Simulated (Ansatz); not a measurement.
`C[N](C)[Au]` and `C[N](C)[InH][Br]` differ in one atom or group.

Ansatz, PBE0-D4/def2-TZVP geometries, multiplicity 1. Each molecule was computed in one conformer, which needn't be the lowest.

Elements past krypton have def2 core potentials. Scalar relativity is left out up to krypton.

```csv
property,`C[N](C)[Au]`
LUMO energy (PBE0/def2-TZVPP) / eV,-2.55
LUMO energy (ωB97M-V/def2-TZVPP) / eV,-0.82
HOMO–LUMO gap (PBE/def2-TZVPP) / eV,1.54
HOMO energy (PBE0/def2-TZVPP) / eV,-5.99
HOMO–LUMO gap (PBE0/def2-TZVPP) / eV,3.44
LUMO energy (B3LYP/def2-TZVPP) / eV,-2.86
```

What does the change do to each property? (An estimate is asked.)

Computed: 
```csv
property,`C[N](C)[InH][Br]`,shift
LUMO energy (PBE0/def2-TZVPP) / eV,-1.25,1.30
LUMO energy (ωB97M-V/def2-TZVPP) / eV,0.15,0.97
HOMO–LUMO gap (PBE/def2-TZVPP) / eV,3.24,1.70
HOMO energy (PBE0/def2-TZVPP) / eV,-6.33,-0.34
HOMO–LUMO gap (PBE0/def2-TZVPP) / eV,5.08,1.64
LUMO energy (B3LYP/def2-TZVPP) / eV,-1.51,1.35
```

With PBE0 the HOMO falls by 0.34 eV and the LUMO rises by 1.30 eV, so the gap widens by about 1.64 eV. PBE moves the HOMO by -0.21 eV and ωB97M-V by -0.57 eV. The zero-point energy changes by 18.7 kJ/mol with +6 modes.

B3LYP here is the variant with VWN-RPA as its local correlation; programs differ in this.

Spin–orbit coupling is left out; it splits and shifts lone-pair levels of the heavy atoms by tenths of an eV.
